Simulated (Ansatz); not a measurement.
GeO2, SMILES [Ge](=[O])=[O].

The structure is a stationary point at TPSSh-D3(BJ)/def2-TZVP.

Two levels are set side by side: PBE/def2-TZVPD (Ansatz, a program for electronic structure) and CAM-B3LYP/def2-TZVPD (Ansatz). Energy differences of separate SCF runs at the same geometry; the states with an electron removed or added have multiplicity 2 and 2. Differences are taken from unrounded values.

| quantity | CAM-B3LYP |
|---|---|
| vertical ionisation energy (eV) | 12.03 |
| vertical electron affinity (eV) | 1.38 |
| vertical singlet–triplet gap (eV) | 3.53 |

**Question.** What does PBE give, and how far is it from CAM-B3LYP? (The exact figures need the calculation; the answer reports its results.)

**Answer.** 
| quantity | PBE | PBE minus CAM-B3LYP |
|---|---|---|
| vertical ionisation energy (eV) | 11.61 | -0.42 |
| vertical electron affinity (eV) | 1.22 | -0.16 |
| vertical singlet–triplet gap (eV) | 3.39 | -0.14 |
